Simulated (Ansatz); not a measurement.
Compare A (`[SiH3]B1OCO1`) with its isomer B (`O=CB(O)[SiH3]`).

Gas-phase electronic energies from Ansatz, PBE0-D4/def2-TZVP geometries. CCSD(T)/CBS adds triple-zeta CCSD(T) − MP2 to the extrapolated MP2 energy (def2 sets, frozen cores). Functionals use def2-TZVPP. B3LYP here is the variant with VWN-RPA as its local correlation; programs differ in this. One conformer a species, not always the lowest.

(1) Which is lower in electronic energy at CCSD(T)/CBS, and by how much? (An estimate is asked.)

(2) Give E(B) − E(A) in kJ/mol with CCSD(T)/def2-TZVPP, PBE-D4, MP2/def2-TZVPP, r2SCAN-D4, HF/def2-TZVPP, B3LYP-D4, ωB97M-V. (Estimate.)

Largest T1 diagnostic: 0.016.

Answers

(1) Ansatz gave: A, by 70.6 kJ/mol.

(2) Ansatz gave: CCSD(T)/def2-TZVPP 71.4, PBE-D4 69.2, MP2/def2-TZVPP 76.8, r2SCAN-D4 75.7, HF/def2-TZVPP 71.0, B3LYP-D4 61.7, ωB97M-V 73.4. None reverses the order clearly.

From PBE to PBE0 (25 % exact exchange), in def2-TZVPP and without D4, E(B) − E(A) moves by +10.9 kJ/mol.
